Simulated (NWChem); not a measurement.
System: iodoethane (C$_{2}$H$_{5}$I); SMILES CCI

Input file for NWChem:

```
start job
memory heap 200 mb stack 900 mb global 1100 mb
geometry units angstroms noautoz
  C      0.454361     2.403257     0.000000
  C     -0.677733     1.406024     0.000000
  I      0.011748    -0.645683     0.000000
  H      1.091300     2.296372     0.890007
  H      0.038706     3.425222     0.000000
  H      1.091300     2.296372    -0.890007
  H     -1.311905     1.485722     0.892166
  H     -1.311905     1.485722    -0.892166
end
basis spherical
  * library 3-21g
end
dft
  xc b3lyp
  iterations 150
  mulliken
end
task dft energy
```

Structure relaxed at the PBE0/def2-SVP (def2 core potentials past Kr) level. B3LYP is NWChem's, with the RPA form of VWN correlation.

Question: Give the results of this calculation. (B3LYP/3-21G, non-relativistic.) Quantities: basis functions; energy (Ha); highest occupied level (eV); orbital gap (eV); dipole (D).

Answer: 
| Property | Value |
|---|---|
| number of basis functions | 59 |
| energy (Ha) | -6968.82 |
| highest occupied level (eV) | -6.67 |
| orbital gap (eV) | 6.17 |
| dipole (D) | 2.03 |
